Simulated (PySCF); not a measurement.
Delta-SCF ions had no search for a lower state. Excitations are Tamm–Dancoff values on a coarser integration grid. The basis has no diffuse functions, so Rydberg states are missing or too high.

Z-matrix (Å, degrees):
```
C
H 1 1.0985
H 1 1.0985 2 103.62
C 1 1.5234 2 110.53 3 -118.43
H 4 1.0921 1 112.17 2 57.06
H 4 1.0950 5 106.74 1 122.58
H 4 1.0950 5 106.74 6 114.84
B 1 1.5694 2 107.33 3 113.36
O 8 1.3539 1 123.10 2 124.60
H 9 0.9628 8 112.89 1 0.01
H 8 1.2006 9 115.38 10 180.00
```
Charge 0, spin multiplicity 1.

### Question
What S1–T1 gap (TDA), vertical ionisation energy (Delta-SCF), S1 oscillator strength, S1 excitation (TDA) and T1 excitation (TDA) does PBE0-D4/def2-TZVP in PySCF 2.14.0 give?

### Answer

```json
{
  "S1–T1 gap (TDA)": "0.61 eV",
  "vertical ionisation energy (Delta-SCF)": "10.65 eV",
  "S1 oscillator strength": "0.002",
  "S1 excitation (TDA)": "6.77 eV",
  "T1 excitation (TDA)": "6.16 eV"
}
```
